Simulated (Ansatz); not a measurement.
Species: C2H10N2Si, net charge 0, singlet state. SMILES: N[Si](N)(C)C
Coordinates optimised at B3LYP-D3(BJ)/def2-TZVP (Ansatz, an electronic-structure program):
```xyz
15

Si    -0.0073     0.0079     0.0280
C      1.5422    -0.9237    -0.4729
C     -1.0226     0.3622    -1.5094
N     -0.7643    -0.9756     1.2235
N      0.2407     1.5413     0.7741
H      2.2035    -1.0776     0.3825
H      2.0987    -0.3676    -1.2310
H      1.3047    -1.9044    -0.8947
H     -1.9752     0.8310    -1.2534
H     -1.2385    -0.5618    -2.0508
H     -0.4943     1.0288    -2.1970
H     -0.6965    -1.9797     1.1949
H     -1.6047    -0.6725     1.6894
H      0.7287     1.6188     1.6522
H      0.3237     2.3824     0.2269
```

Property: vertical triplet-singlet gap (E(triplet) - E(singlet); each state is the SCF solution reached for its spin), in kcal/mol. Valence correlation only, unless marked. UHF or UKS for open shells. No spin-orbit coupling. Non-relativistic. Basis-set limits of correlation are two-point, X^-3; Hartree-Fock from the larger set. [CCSD(T)-MP2]/basis is that difference in the basis named.

| level | program | vertical triplet-singlet gap (kcal/mol) |
|---|---|---|
| PBE/def2-TZVPD | Ansatz | 118.8 |
| r2SCAN/def2-TZVPD | Ansatz | ___ |
| B3LYP/def2-TZVPD | Ansatz | ___ |
| PBE0/def2-TZVPD | Ansatz | 132.2 |
| BHLYP/def2-TZVPD | Ansatz | 134.6 |
| CAM-B3LYP/def2-TZVPD | Ansatz | 137.9 |
| wB97M-V/def2-TZVPD | Ansatz | 141.7 |
| B2PLYP/def2-TZVPD | Ansatz | 137.4 |
| SCS-MP2/aug-cc-pV(D+d)Z | Ansatz | 139.5 |
| CCSD/aug-cc-pV(D+d)Z | Ansatz | 133.1 |
| RI-MP2/CBS(aug-cc-pV(T+d)Z,aug-cc-pV(Q+d)Z)+[CCSD(T)-MP2]/aug-cc-pV(T+d)Z | Ansatz | ___ |

**Question.** What belongs in the gaps?

**Answer.** 
- r2SCAN/def2-TZVPD, vertical triplet-singlet gap (kcal/mol): 127.5
- B3LYP/def2-TZVPD, vertical triplet-singlet gap (kcal/mol): 129.5
- RI-MP2/CBS(aug-cc-pV(T+d)Z,aug-cc-pV(Q+d)Z)+[CCSD(T)-MP2]/aug-cc-pV(T+d)Z, vertical triplet-singlet gap (kcal/mol): 138.5
